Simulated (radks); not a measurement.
All-electron atom: the tin ion Sn3+ in [Kr] 4d10 5f1 (not the ground configuration). Method: Dirac Kohn-Sham, PBE, spin-unpolarised, spherical densities, finite nucleus; open shells fill j = l - 1/2 first; Fermi nuclear charge, rms radius 4.6519 fm; computed with a radial shooting solver on a logarithmic mesh with Libxc functionals.

X-ray form factor f0, the Fourier transform of the density (f0(0) = 47):

sin(theta)/lambda (1/angstrom)  f0 (electrons)
0.05                                    45.970
0.1                                     44.434
0.15                                    42.658
0.2                                     40.301
0.25                                    37.695
0.3                                     35.054
0.4                                     30.121
0.5                                     26.088
0.6                                     23.038
0.8                                     19.055
1                                       16.380
1.25                                    13.501
1.5                                     10.929
2                                        7.376
